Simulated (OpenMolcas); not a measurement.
**4f3 along the 57-electron sequence**

- Program: OpenMolcas
- Method: SS-CASPT2, IPEA 0.25 Eh, imaginary shift 0.1 Eh
- Basis: ANO-RCC-VTZP
- Scalar Hamiltonian: DKH2, point nucleus
- Spin-orbit coupling: RASSI with atomic mean-field integrals over the reference wave functions, term energies averaged over their components

Active space for each ion: 3 electrons in 7 orbitals (4f); closed shells correlated by CASPT2: 5s 5p.

Computed levels in cm-1 above 4I* 9/2:

| Level | Pr2+ | Nd3+ | Pm4+ |
| --- | --- | --- | --- |
| 4I* 11/2 | 1516 | 2030 | 2600 |
| 4I* 13/2 | 3140 | 4200 | 5360 |
| 4I* 15/2 | 4840 | 6460 | 8200 |
| 2H* 9/2(1) | 10430 | 13150 | 15960 |
| 4F* 3/2 | 11330 | 13120 | 15350 |
| 4F* 5/2 | 12170 | 14250 | 16810 |
| 2H* 11/2(1) | 12840 | 16490 | 20320 |
| 4F* 7/2 | 12850 | 15240 | 18090 |
| 4S* 3/2 | 12900 | 15010 | 17890 |
| weight of 4I* in the lowest level (%) | 97 | 97 | 96 |

Mixed levels, with the weight of the term that names them: Nd3+ 2H* 9/2(1) (75 %), Pm4+ 2H* 9/2(1) (70 %).

Measured, with the error of the calculation in %. Measured levels: Pr2+ from Martin, Zalubas and Hagan, Atomic Energy Levels: The Rare-Earth Elements, NSRDS-NBS 60 (1978); the list in Maison, Palmeri and Quinet, J. Phys. B 58, 015001 (2025); Nd3+ from the list in Arab et al., J. Quant. Spectrosc. Radiat. Transfer 229, 145 (2019) and Gaigalas et al. (2019), from Wyart et al. (2007).

```
      Level           Pr2+           Nd3+
   4I* 11/2    1398 (+8.4)    1897 (+7.2)
   4I* 13/2    2893 (+8.6)    3907 (+7.6)
   4I* 15/2    4454 (+8.6)    5989 (+7.8)
 2H* 9/2(1)   10033 (+4.0)   12800 (+2.8)
    4F* 3/2   9371 (+21.0)  11698 (+12.1)
    4F* 5/2  10138 (+20.1)  12748 (+11.8)
2H* 11/2(1)   12495 (+2.7)   16162 (+2.0)
    4F* 7/2  10859 (+18.3)  13720 (+11.1)
    4S* 3/2  10950 (+17.8)   13792 (+8.8)
```

The fine-structure level 4I* 15/2 changes by a factor of 1.69 from Pr2+ to Pm4+. Its fourth root runs 8.34, 8.97, 9.52, with steps per unit of Z of 0.62, 0.55; equal steps would mean a (Z - σ)^4 law with constant σ.

2H* 9/2(1) changes by a factor of 1.53 over the same range, with steps per unit of Z of +2720, +2810 cm-1.

CASPT2 does not keep the components of a term degenerate, so their means are used; among the terms shown or strongly mixed into the levels shown the widest spread is 580 cm-1 (4f3 4I*, Pr2+). High states are left out of the spin-orbit mixing, which shifts the levels that they would mix with. The CASPT2 spread within a term exceeds the gap to the next term for 4f3 4F* and 4f3 4S*, so the order of their levels is uncertain, and so are names and mixing where such terms share a J (figures for Pr2+; the like holds for Nd3+). Some terms miss by over 15 % even with CASPT2, which points to a basis or an active space too small for the shells correlated (holds for Pr2+). Computed and measured levels are paired by configuration, term and J; levels that our copy of the source lacks, or whose pairing is in doubt (as where it misses far off the trend of its configuration), stay unpaired and out of the deviations. Only configurations of the active space appear.

A number in round brackets counts repeated terms of one configuration in the order of the reference energies. * marks odd parity.
